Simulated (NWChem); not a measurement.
Program: NWChem. System: H$_{5}$GeSi, charge -1, spin multiplicity 1, at the geometry of a parent with another charge or spin, in a state set for the comparison that need not be this species' ground state. Level: MP2/def2-SVPD, 14 core orbitals frozen.

Output (cleaned and shortened):

```
             Northwest Computational Chemistry Package (NWChem) 7.3.0
             --------------------------------------------------------

                                NWChem Input Module
                                -------------------

 Scaling coordinates for geometry "geometry" by  1.889725989
 (inverse scale =  0.529177249)

 Turning off AUTOSYM since
 SYMMETRY directive was detected!

                             Geometry "geometry" -> ""
                             -------------------------

 Output coordinates in angstroms (scale by  1.889725989 to convert to a.u.)

  No.       Tag          Charge          X              Y              Z
 ---- ---------------- ---------- -------------- -------------- --------------
    1 Si                  14.0000    -0.14843300    -1.63138100     0.00000000
    2 Ge                  32.0000     0.03287300     0.73662900     0.00000000
    3 H                    1.0000     0.42116200    -2.27612600     1.22463000
    4 H                    1.0000     0.42116200    -2.27612600    -1.22463000
    5 H                    1.0000    -0.65989100     1.30643000    -1.25160900
    6 H                    1.0000    -0.65989100     1.30643000     1.25160900
    7 H                    1.0000     1.50359600     1.20661100     0.00000000

 Effective nuclear repulsion energy (a.u.)     161.5062468300

            Nuclear Dipole moment (a.u.)
            ----------------------------
        X                 Y               Z
 ---------------- ---------------- ----------------
     0.0000226767     0.0000245664     0.0000000000

      Symmetry information
      --------------------

 Group name             Cs
 Group number              2
 Group order               2
 No. of unique centers     5

      Symmetry unique atoms

     1    2    3    5    7


 Summary of "ao basis" -> "" (spherical)
 ------------------------------------------------------------------------------
       Tag                 Description            Shells   Functions and Types
 ---------------- ------------------------------  ------  ---------------------
 *                         def2-svpd                  on all atoms

 Summary of "ao basis" -> "ao basis" (spherical)
 ------------------------------------------------------------------------------
       Tag                 Description            Shells   Functions and Types
 ---------------- ------------------------------  ------  ---------------------
 Si                        def2-svpd                10       24   5s3p2d
 Ge                        def2-svpd                14       38   6s4p4d
 H                         def2-svpd                 4        8   2s2p

                                 NWChem SCF Module
                                 -----------------

  ao basis        = "ao basis"
  functions       =   102
  atoms           =     7
  closed shells   =    26
  open shells     =     0
  charge          =  -1.00
  wavefunction    = RHF
  use symmetry    = T
  symmetry adapt  = T

 Summary of "ao basis" -> "ao basis" (spherical)
 ------------------------------------------------------------------------------
       Tag                 Description            Shells   Functions and Types
 ---------------- ------------------------------  ------  ---------------------
 Si                        def2-svpd                10       24   5s3p2d
 Ge                        def2-svpd                14       38   6s4p4d
 H                         def2-svpd                 4        8   2s2p

      Symmetry analysis of basis
      --------------------------

        a'         65
        a"         37

 Forming initial guess at       0.1s

      Superposition of Atomic Density Guess
      -------------------------------------

 Sum of atomic energies:       -2366.27891654

 Renormalizing density from      51.00 to     52

      Non-variational initial energy
      ------------------------------

 Total energy =   -2394.550893
 1-e energy   =   -3690.379618
 2-e energy   =    1134.322478
 HOMO         =       0.109103
 LUMO         =       0.229877

      Symmetry analysis of molecular orbitals - initial
      -------------------------------------------------

  Numbering of irreducible representations:
[...]
    63      0.158405  3 H  s                 71      0.158405  4 H  s

 Vector   26  Occ=2.000000D+00  E=-3.421803D-02  Symmetry=a'
              MO Center= -4.7D-01, -1.5D+00,  3.7D-13, r^2= 3.5D+00
   Bfn.  Coefficient  Atom+Function         Bfn.  Coefficient  Atom+Function
  ----- ------------  ---------------      ----- ------------  ---------------
    12      0.542798  1 Si px                 5     -0.438189  1 Si s
     4      0.398098  1 Si s                 29      0.328520  2 Ge s
     9      0.303831  1 Si px                 3     -0.209890  1 Si s
    96     -0.201239  7 H  s                 40      0.187178  2 Ge px
     6     -0.169189  1 Si px                58     -0.169683  2 Ge d -2

 Vector   27  Occ=0.000000D+00  E= 2.085219D-01  Symmetry=a'
              MO Center=  1.8D-01,  1.9D+00,  4.4D-13, r^2= 1.1D+01
   Bfn.  Coefficient  Atom+Function         Bfn.  Coefficient  Atom+Function
  ----- ------------  ---------------      ----- ------------  ---------------
    29      8.319142  2 Ge s                 30     -6.276158  2 Ge s
     5      1.538010  1 Si s                 96     -1.233753  7 H  s
    41      1.226991  2 Ge py                80     -1.065510  5 H  s
    88     -1.065510  6 H  s                100      0.559306  7 H  px
    86     -0.478448  5 H  pz                94      0.478448  6 H  pz

 Vector   28  Occ=0.000000D+00  E= 2.485899D-01  Symmetry=a'
              MO Center= -1.1D-01, -1.6D+00, -2.7D-13, r^2= 1.2D+01
   Bfn.  Coefficient  Atom+Function         Bfn.  Coefficient  Atom+Function
  ----- ------------  ---------------      ----- ------------  ---------------
     5     -4.278685  1 Si s                  4      3.890936  1 Si s
    13     -0.730073  1 Si py                30      0.711061  2 Ge s
    64     -0.409775  3 H  s                 72     -0.409775  4 H  s
    29      0.405238  2 Ge s                 62     -0.384430  2 Ge d  2
    12      0.317205  1 Si px                41     -0.315818  2 Ge py

 Vector   29  Occ=0.000000D+00  E= 2.834375D-01  Symmetry=a"
              MO Center=  4.9D-01,  6.5D-01,  1.7D-12, r^2= 8.3D+00
   Bfn.  Coefficient  Atom+Function         Bfn.  Coefficient  Atom+Function
  ----- ------------  ---------------      ----- ------------  ---------------
    61      1.523009  2 Ge d  1              42      1.192143  2 Ge pz
    80      0.969269  5 H  s                 88     -0.969269  6 H  s
    21     -0.815857  1 Si d -1              14     -0.642881  1 Si pz
    59     -0.442430  2 Ge d -1              85     -0.375652  5 H  py
    93      0.375652  6 H  py               102      0.234516  7 H  pz

 center of mass
 --------------
 x =  -0.01216660 y =   0.14266817 z =   0.00000000

 moments of inertia (a.u.)
 ------------------
         483.845811110911         -24.194560712328           0.000000000000
         -24.194560712328          37.089328499623           0.000000000000
           0.000000000000           0.000000000000         476.793398161632

  Mulliken analysis of the total density
  --------------------------------------

    Atom       Charge   Shell Charges
 -----------   ------   -------------------------------------------------------
    1 Si  14    14.29   2.00  1.99  0.95  0.08  0.22  5.94  1.17  1.77  0.11  0.05
    2 Ge  32    32.20   2.00  2.00  2.00  1.02  0.14  0.05  6.00  5.98  1.31  1.30  8.15  1.80  0.19  0.26
    3 H    1     1.10   0.73  0.31  0.01  0.05
    4 H    1     1.10   0.73  0.31  0.01  0.05
    5 H    1     1.11   0.73  0.38  0.01 -0.01
    6 H    1     1.11   0.73  0.38  0.01 -0.01
    7 H    1     1.09   0.73  0.38  0.01 -0.04

       Multipole analysis of the density wrt the origin
       ------------------------------------------------

     L   x y z        total         open         nuclear
     -   - - -        -----         ----         -------
     0   0 0 0     -1.000000      0.000000     51.000000

     1   1 0 0      0.562549      0.000000      0.000023
     1   0 1 0      2.090673      0.000000      0.000025
     1   0 0 1     -0.000000      0.000000      0.000000

     2   2 0 0    -35.121246      0.000000     13.675396
     2   1 1 0     -3.456096      0.000000      8.348486
     2   1 0 1      0.000000      0.000000      0.000000
     2   0 2 0    -43.025351      0.000000    249.454900
     2   0 1 1     -0.000000      0.000000      0.000000
     2   0 0 2    -31.400552      0.000000     21.899507

                   NWChem MP2 Semi-direct Energy/Gradient Module
                   ---------------------------------------------

  Basis functions       =    102
  Molecular orbitals    =    102
  Frozen core           =     14
  Frozen virtuals       =      0
  Active alpha occupied =     12
  Active beta occupied  =     12
  Active alpha virtual  =     76
  Active beta virtual   =     76
  Use MO symmetry       = T
  Use skeleton AO sym   = T

  AO/Fock/Back tols     =   1.0D-09  1.0D-09  1.0D-09

 GA uses MA = F    GA memory limited = T

 Available:
  local mem=  1.26D+08
 global mem=  1.44D+08
 local disk=  0.00D+00
  mp2_memr nvloc                    76
  nvloc new                    76
   1 passes of  12:        3145728                      44480                  16024197.
   1 passes of  12: M    126151798           G      144158392           F     123006070.

 Semi-direct pass number   1 of   1  for RHF alpha+beta  at        4.2s
  vrange nnbf                  5162
  mp2_eaftype                    61  avail_ma_in_mb                  1099
 EAF : mp2_eaftype filesize          61    8012098.
  mp2_eaf for mointskh                     61
Node 0 wrote     37.7 Mb in      0.0 s     Agg I/O rate:  2084.9 Mb/s
 Done moints_semi at        8.1s
  mp2_eaftype                    61  avail_ma_in_mb                  1038
 EAF : mp2_eaftype filesize          61    8012098.
  mp2_eaf for kh                    61
 Done maket at        8.3s
 Done multipass loop at        8.3s

          -------------------------------------------
          SCF energy               -2366.807772146001
          Correlation energy          -0.367579928179
          Singlet pairs               -0.232664664633
          Triplet pairs               -0.134915263545
          Total MP2 energy         -2367.175352074180
          -------------------------------------------

          ---------------------------------------------------
                    Spin Component Scaled (SCS) MP2
          Same spin pairs                     -0.089943509030
          Same spin scaling factor             0.333333333333
          Opposite spin pairs                 -0.277636419148
          Opposite spin scaling fact.          1.200000000000
          SCS-MP2 correlation energy          -0.363144872655
          Total SCS-MP2 energy             -2367.170917018656
          ---------------------------------------------------

 -----------------------
 Performance information
 -----------------------

 Timer overhead =  2.15D-07 seconds/call

               Nr. of calls         CPU time (s)                 Wall time (s)                GFlops
             ---------------    -------------------     ------------------------------   -------------------
Name         Min   Avg   Max    Min     Avg     Max     Min     Avg     Max   Mx/calls   Min     Max     Sum
mp2: moin     1     1     1    3.8     3.8     3.8      3.8     3.8     3.8     3.8      0.0     0.0     0.0
mp2: make     1     1     1   0.19    0.19    0.19     0.19    0.19    0.19    0.19      0.0     0.0     0.0
mp2: tota     1     1     1    4.1     4.1     4.1      4.1     4.1     4.1     4.1      0.0     0.0     0.0

 The average no. of pstat calls per process was 3.00D+00
 with a timing overhead of 6.45D-07s

 Task  times  cpu:        8.2s     wall:        8.2s

 Total times  cpu:        8.3s     wall:        8.3s
```

Task: Write an NWChem input that would produce this output.

Result: One answer among several that fit: 
```
start mol
memory heap 200 mb stack 900 mb global 1100 mb
charge -1
geometry units angstroms nocenter noautoz
  Si    -0.148433    -1.631381     0.000000
  Ge     0.032873     0.736629     0.000000
  H      0.421162    -2.276126     1.224630
  H      0.421162    -2.276126    -1.224630
  H     -0.659891     1.306430    -1.251609
  H     -0.659891     1.306430     1.251609
  H      1.503596     1.206611     0.000000
  symmetry group Cs
end
basis spherical
  * library def2-svpd
end
scf
  rhf
  nopen 0
  maxiter 100
  thresh 1e-7
  semidirect memsize 60000000 filesize 0
end
mp2
  freeze core 14
end
task mp2 energy
```
